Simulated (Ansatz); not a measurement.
Start from `C[S][Ga]([Cl])[Cl]` and change one atom or group to get `C#[C][Ga]([Cl])[Cl]`.

Ansatz, PBE0-D4/def2-TZVP geometries, multiplicity 1. Each molecule was computed in one conformer, which needn't be the lowest.

Scalar relativity is left out up to krypton.

| property | `C[S][Ga]([Cl])[Cl]` |
| --- | --- |
| HOMO energy (PBE/def2-TZVPP) / eV | -6.49 |
| LUMO energy (ωB97M-V/def2-TZVPP) / eV | 0.53 |
| HOMO–LUMO gap (PBE/def2-TZVPP) / eV | 4.20 |
| size of the dipole moment (B3LYP/def2-TZVPP) / D | 2.45 |
| size of the dipole moment (PBE/def2-TZVPP) / D | 2.45 |
| ideal-gas entropy at 298 K and 1 bar (rigid rotor, harmonic PBE0-D4/def2-TZVP) / J/(mol·K) | 394 |

(1) Give the same properties after the change, and the shifts. (Best estimate.)

Results:

(1) Computed: 
```tsv
property	`C#[C][Ga]([Cl])[Cl]`	shift
HOMO energy (PBE/def2-TZVPP) / eV	-7.58	-1.09
LUMO energy (ωB97M-V/def2-TZVPP) / eV	-0.11	-0.64
HOMO–LUMO gap (PBE/def2-TZVPP) / eV	4.83	0.63
size of the dipole moment (B3LYP/def2-TZVPP) / D	2.23	-0.22
size of the dipole moment (PBE/def2-TZVPP) / D	2.14	-0.31
ideal-gas entropy at 298 K and 1 bar (rigid rotor, harmonic PBE0-D4/def2-TZVP) / J/(mol·K)	355	-39
```

With PBE0 the HOMO falls by 1.16 eV and the LUMO falls by 0.58 eV, so the gap widens by about 0.58 eV. PBE moves the HOMO by -1.09 eV and ωB97M-V by -1.25 eV. The zero-point energy changes by -54.1 kJ/mol with -6 modes. Dipoles are sizes alone; their direction can turn. Modes under 60 cm⁻¹, often nearly free rotors, make the harmonic entropy too high.

B3LYP here is the variant with VWN-RPA as its local correlation; programs differ in this.
